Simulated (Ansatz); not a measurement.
Complex (SMILES): O (H2O) with FCl (F-Cl), atoms 1 to 3 the first; geometry from B3LYP-D3(BJ)/def2-TZVP, monomers rigid:
```xyz
5

O     -0.2891    -0.2900    -0.2583
H     -0.6031     0.5726     0.0378
H      0.6165    -0.1532    -0.5610
F      0.0906    -2.5011     3.1950
Cl    -0.0773    -1.6206     1.7858
```

Basis-set convergence of the counterpoise-corrected interaction energy at PBE with Ansatz (an electronic-structure program). Cartesian d functions, on some or all atoms, in 6-31G*, 6-31G**, 6-311+G**; all else is spherical. The program fits the integrals of some runs and decomposes those of others, by size. No added dispersion term, no relativity. Functions are those of the species that has most. Reference: the value in aug-pcseg-3, -7.95 kcal/mol. Deviations are taken from unrounded values.

```csv
basis,functions,counterpoise-corrected interaction energy (kcal/mol),minus reference (kcal/mol)
3-21G,35,-7.36,0.59
6-31G*,53,-8.96,-1.01
pcseg-1,56,-9.07,-1.11
6-31G**,59,-8.63,-0.68
6-311+G**,87,-8.05,-0.10
"6-311++G(2d,2p)",109,-8.09,-0.13
def2-TZVP,111,-8.32,-0.36
def2-TZVPP,132,-8.22,-0.27
def2-TZVPD,144,-7.89,0.06
aug-pcseg-2,188,-7.80,0.15
pcseg-3,250,-7.90,0.06
def2-QZVPPD,277,-7.94,0.01
aug-cc-pV(Q+d)Z,341,-7.95,0.01
```

The smallest set listed that lies within 0.2 kcal/mol of the reference with all its larger relatives (same family, alike in diffuse functions; a set with none counts only in the reference's own line) is 6-311+G** (87 functions, -0.10 kcal/mol off). Inside, with no larger relative to test it: aug-cc-pV(Q+d)Z. (Relatives not listed, tested too: 6-311++G(3df,3pd) 0.04, def2-TZVPPD 0.09, aug-pcseg-3 0.00, pcseg-4 -0.01 kcal/mol.)
